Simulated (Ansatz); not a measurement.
Computed with Ansatz on PBE0-D4/def2-TZVP structures; ΔE is electronic, products minus reactants. CCSD(T)/CBS is the MP2 limit (def2-TZVPP, def2-QZVPP) plus CCSD(T) − MP2 in def2-TZVPP, frozen cores. This one scheme is used for every species. DFT in def2-TZVPP. B3LYP here is the variant with VWN-RPA as its local correlation; programs differ in this. For As outer-core shells are correlated without core-valence functions, which leaves a few kJ/mol of doubt a bond. Scalar relativity is left out up to krypton.

Consider the cleavage of the Si–Al bond: `C[SiH]([AlH2])[SiH3]` + `[AsH3]` → `C[SiH]([SiH3])[AsH2]` + `[AlH3]`.

CCSD(T)/CBS gives -28.7 kJ/mol.

Q: Another level gave -29.1 kJ/mol. Which?
A. SCS-MP2/def2-TZVPP
B. PBE/def2-TZVPP
C. HF/def2-TZVPP
D. B3LYP/def2-TZVPP

A: C. HF/def2-TZVPP -29.1, B3LYP -22.1, PBE -15.5, SCS-MP2/def2-TZVPP -33.2 kJ/mol.

Largest T1 diagnostic among the species: 0.012.

From PBE to PBE0 (25 % exact exchange), in def2-TZVPP and without D4, ΔE moves by −3.4 kJ/mol. The D4 term adds −5.9 kJ/mol with B3LYP and −3.2 kJ/mol with PBE0; it sums over pairs of atoms, weighted by their polarisabilities, and B3LYP, whose exchange is more repulsive, gets the larger term.

CCSD(T)/CBS has its own doubt, a few kJ/mol and more with outer-core shells, so smaller differences from it don't rank the levels.
